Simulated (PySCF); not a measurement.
Structure with atom numbers: `[F:1][BH:2][C:3]1=[C:4]([Cl:5])[CH2:6]1`. Each H is labelled by its parent atom.

Geometry: PBE0-D3(BJ)/def2-SVP; GIAO absolute shieldings from PySCF, gas phase, non-relativistic, averaged over equivalent atoms.

At PBE0/def2-TZVP (210 basis functions, 21 s wall time on 1 thread of an Arm Neoverse V1, shared host):
| atoms | σ (ppm) |
| --- | --- |
| F1 | 197.2 |
| B2 | 62.5 |
| C4 | 23.8 |
| C3 | 75.3 |
| C6 | 168.9 |
| Cl5 | 661.2 |
| H(B2) | 26.16 |
| H(C6) | 29.66 |

**Question.** What do these become at wB97X-D/pcSseg-2?

**Answer.** 
```
atoms  σ at wB97X-D/pcSseg-2  change
   F1                  206.3    +9.1
   B2                   59.1    -3.4
   C4                   15.0    -8.8
   C3                   68.0    -7.3
   C6                  166.9    -2.0
  Cl5                  686.8   +25.6
H(B2)                  26.27   +0.11
H(C6)                  29.59   -0.07
```

The largest change is at Cl5 (chlorine bonded to C). Cost: 265 basis functions, 42 s wall time on 1 thread of an Arm Neoverse V1, shared host. The order of the carbon signals is the same at both levels.

A carbon bonded to boron is broadened by the quadrupolar boron nucleus and is often missing from a measured spectrum. Carbons that carry Cl, above all several Cl atoms, come out too deshielded, partly because spin–orbit coupling is missing.
